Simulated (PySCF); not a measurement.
Al(H)2(Ph), SMILES [AlH2][c]1ccccc1 (C6H7Al) (PBE0/def2-SVP optimised geometry):

```
14

Al     1.275    -1.878     0.000
H      0.447    -3.238     0.000
H      2.868    -1.878     0.000
C      0.320    -0.178     0.000
C     -1.088    -0.129     0.001
C     -1.774     1.084     0.000
C     -1.063     2.284     0.000
C      0.332     2.268    -0.001
C      1.011     1.050    -0.001
H     -1.665    -1.060     0.001
H     -2.868     1.097     0.001
H     -1.598     3.238    -0.001
H      0.890     3.208    -0.002
H      2.106     1.058    -0.001
```

Method: PBE0/def2-TZVP (PySCF 2.14.0).

Problem. What are the frontier orbital energies and the dipole moment?

Solution. HOMO-2 -8.00 eV, HOMO-1 -7.45 eV, HOMO -7.37 eV, LUMO -1.67 eV, LUMO+1 -0.35 eV; dipole moment 1.09 D.

On the same geometry PBE/def2-TZVP (PySCF 2.14.0) gives HOMO-2 -6.69 eV, HOMO-1 -6.52 eV, HOMO -6.42 eV, LUMO -2.43 eV, LUMO+1 -1.30 eV; dipole moment 1.18 D.

Meta-Löwdin charges at PBE0/def2-TZVP: Al1 0.52, H2 -0.14, H3 -0.14, C4 -0.28, C5 -0.10, C6 -0.12, C7 -0.11, C8 -0.12, C9 -0.10, H10 0.11, H11 0.12, H12 0.12, H13 0.12, H14 0.11.
